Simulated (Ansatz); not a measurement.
One change: `N[CH2][Zn][SiH3]` becomes `B[S][Zn][CH2]N`.

Ansatz, PBE0-D4/def2-TZVP geometries, multiplicity 1. Each molecule was computed in one conformer, which needn't be the lowest.

Scalar relativity is left out up to krypton.

```csv
property,`N[CH2][Zn][SiH3]`
HOMO–LUMO gap (ωB97M-V/def2-TZVPP) / eV,8.31
HOMO–LUMO gap (B3LYP/def2-TZVPP) / eV,4.30
HOMO energy (PBE/def2-TZVPP) / eV,-4.60
LUMO energy (PBE0/def2-TZVPP) / eV,-0.99
size of the dipole moment (ωB97M-V/def2-TZVPP) / D,0.07
HOMO energy (ωB97M-V/def2-TZVPP) / eV,-7.86
```

(1) What does the change do to each property? (Best estimate.)

## Answers

(1) The calculation gave: 
```tsv
property	`B[S][Zn][CH2]N`	shift
HOMO–LUMO gap (ωB97M-V/def2-TZVPP) / eV	9.04	0.73
HOMO–LUMO gap (B3LYP/def2-TZVPP) / eV	4.60	0.30
HOMO energy (PBE/def2-TZVPP) / eV	-5.03	-0.43
LUMO energy (PBE0/def2-TZVPP) / eV	-1.20	-0.21
size of the dipole moment (ωB97M-V/def2-TZVPP) / D	1.07	1.00
HOMO energy (ωB97M-V/def2-TZVPP) / eV	-8.33	-0.47
```

With PBE0 the HOMO falls by 0.44 eV and the LUMO falls by 0.21 eV, so the gap widens by about 0.23 eV. PBE moves the HOMO by -0.43 eV and ωB97M-V by -0.47 eV. Dipoles are sizes alone; their direction can turn.

B3LYP here is the variant with VWN-RPA as its local correlation; programs differ in this.
